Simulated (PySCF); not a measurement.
# How methods differ on the excitation energy of Sr

Sr [Kr] 5s2 (1S) → Sr [Kr] 4d1 5s1 (3D), as a difference of total energies. Computed with PySCF 2.14 in def2-QZVPPD with the def2 core potential (28 electrons), with a scalar-relativistic core potential. Correlated levels: valence: 4s2 4p6 frozen. The calculations carry no spin-orbit coupling.

Order these methods by the excitation energy they give, lowest first.
A. UHF
B. MP2 (valence)
C. SCS-MP2 (valence)
D. CCSD (valence)

A (1.852 eV), B (2.257 eV), D (2.387 eV), C (2.427 eV).

Errors of the correlated levels include the incompleteness of this basis and the frozen core.

With two correlated electrons CCSD is exact in that space.

For comparison: 2.263 eV (measured; NIST levels, between the centres of gravity of the two terms).
